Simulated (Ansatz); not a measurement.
Bi3⁻. Charge -1, multiplicity 1. Geometry PBE0-D4/def2-SVP, that of the neutral doublet.

```tsv
atom	x (Å)	y (Å)	z (Å)
Bi1	1.698	0.158	-0.220
Bi2	-1.128	1.246	-0.366
Bi3	-0.570	-1.404	0.586
```

In the def2 sets Bi takes a core potential; there is no spin–orbit coupling. A triplet lies near this restricted singlet, and broken spin symmetry wasn't tried. At PBE-D4/def2-TZVPD, r2SCAN-D4/def2-TZVPD, PBE0-D4/def2-TZVPD the highest occupied level of the charge -1 singlet lies above zero (up to 0.87 eV). Its loss leaves the charge 0 doublet, which lies 1.18 eV higher (vertical, at PBE-D4/def2-TZVPD), but this difference is unsure: the singlet itself is doubtful (an occupied level 0.15 eV above an empty one). At PBE-D4/def2-TZVPD, r2SCAN-D4/def2-TZVPD an occupied level of the charge -1 singlet lies above an empty one (by up to 0.15 eV), so this SCF solution is probably not the lowest. At PBE0-D4/def2-TZVPD a triplet of charge -1 lies 0.59 eV below the restricted singlet at the same geometry. The structure comes from a short search, and lower isomers may exist.

Task: Estimate the orbital energies around the gap (eV) in Ansatz with PBE-D4/def2-TZVPD, r2SCAN-D4/def2-TZVPD, PBE0-D4/def2-TZVPD.

Result: 
```
orbital  PBE-D4/def2-TZVPD  r2SCAN-D4/def2-TZVPD  PBE0-D4/def2-TZVPD
 HOMO−5              -8.72                 -9.10              -10.09
 HOMO−4              -2.03                 -2.27               -2.85
 HOMO−3              -1.31                 -1.53               -2.11
 HOMO−2              -1.24                 -1.46               -2.05
 HOMO−1              -0.86                 -1.04               -1.59
   HOMO               0.87                  0.75                0.24
   LUMO               0.72                  0.68                1.17
 LUMO+1               2.05                  2.28                2.58
 LUMO+2               2.11                  2.41                2.61
 LUMO+3               2.42                  2.55                2.96
 LUMO+4               3.38                  3.83                3.90
 LUMO+5               4.37                  4.85                4.88
```
